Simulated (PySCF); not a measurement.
C₅H₅, SMILES C1C=C[CH]C=1, multiplicity 2. Atoms are numbered in the order given.

```xyz
10

C     -1.1792    -0.1251     0.0000
C     -0.2447    -1.1984     0.0000
C      1.0135    -0.6371     0.0000
C      0.8715     0.8319     0.0000
C     -0.4607     1.1290     0.0000
H     -2.2663    -0.2286     0.0000
H     -0.4878    -2.2596     0.0000
H      1.9643    -1.1722     0.0000
H      1.7010     1.5397     0.0000
H     -0.9139     2.1193     0.0000
```
Charge 0, spin multiplicity 2.

The structure is a stationary point at PBE0-D3(BJ)/def2-SVP. The isomer is the one that the SMILES or the coordinates give; other isomers of the formula were not compared.

These are TDA-PBE/def2-SVPD (PySCF) values and carry that method's errors.

Vertical excitations. Gas-phase values at a fixed geometry.

Computed excitation energies, oscillator strengths and character:
| state | energy (eV) | λ (nm) | f | main pairs |
|---|---|---|---|---|
| root 1 | 0.82 | 1508 | 0.000 | β HOMO→LUMO 98 % |
| root 2 | 4.20 | 296 | 0.016 | α HOMO→LUMO+1 14 %, α HOMO−1→LUMO 10 %, β HOMO−1→LUMO 75 % |
| root 3 | 4.38 | 283 | 0.000 | β HOMO−2→LUMO 100 % |
| root 4 | 4.46 | 278 | 0.000 | β HOMO−3→LUMO 100 % |
| root 5 | 4.64 | 267 | 0.000 | β HOMO−4→LUMO 100 % |
| root 6 | 5.08 | 244 | 0.000 | β HOMO−5→LUMO 100 % |
| root 7 | 5.33 | 233 | 0.001 | α HOMO→LUMO 59 %, β HOMO→LUMO+3 37 % |
| root 8 | 5.36 | 231 | 0.001 | α HOMO→LUMO+1 44 %, β HOMO→LUMO+2 42 % |
| root 9 | 5.89 | 210 | 0.000 | α HOMO→LUMO+2 7 %, β HOMO→LUMO+1 93 % |
| root 10 | 6.04 | 205 | 0.000 | α HOMO→LUMO+2 93 %, β HOMO→LUMO+1 7 % |
Unrestricted roots are not spin-pure.
